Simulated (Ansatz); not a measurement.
`C=[N][InH2]`, relaxed with RKS PBE0-D4/def2-TZVP in Ansatz from a GFN2-xTB geometry. The force threshold is 0.005 eV/Å; the program also tests the step.

The species carries charge 0 and has multiplicity 1. In: def2 effective core potential.

Start:

```xyz
7

C     1.106   -0.423   -0.776
N    -0.106   -0.668   -0.927
In   -1.253    0.293    0.617
H     1.837   -0.830   -1.472
H     1.528    0.202    0.043
H    -0.121    1.145    1.658
H    -2.990    0.281    0.858
```

| step | energy (eV) | largest force (eV/Å) | largest move (Å) |
| --- | --- | --- | --- |
| 1 | -7762.2116 | 1.589 | 0.000 |
| 2 | -7762.2877 | 0.174 | 0.171 |
| 3 | -7762.2957 | 0.156 | 0.107 |
| 4 | -7762.2985 | 0.179 | 0.049 |
| 5 (rejected) | -7762.2725 | 0.596 | 0.081 |
| 6 | -7762.2991 | 0.118 | 0.040 |
| 7 | -7762.2998 | 0.042 | 0.011 |
| 8 | -7762.2998 | 0.044 | 0.001 |
| 9 | -7762.2998 | 0.033 | 0.001 |
| 10 | -7762.2999 | 0.002 | 0.001 |

End:

```xyz
7

C     1.109   -0.431   -0.788
N    -0.141   -0.586   -0.813
In   -1.225    0.357    0.701
H     1.739   -0.903   -1.559
H     1.676    0.155   -0.040
H    -0.231    1.240    1.808
H    -2.927    0.167    0.692
```

Run time 25 s (2 threads of an AMD EPYC 7B13 on a shared host); peak host memory 0.28 GiB.
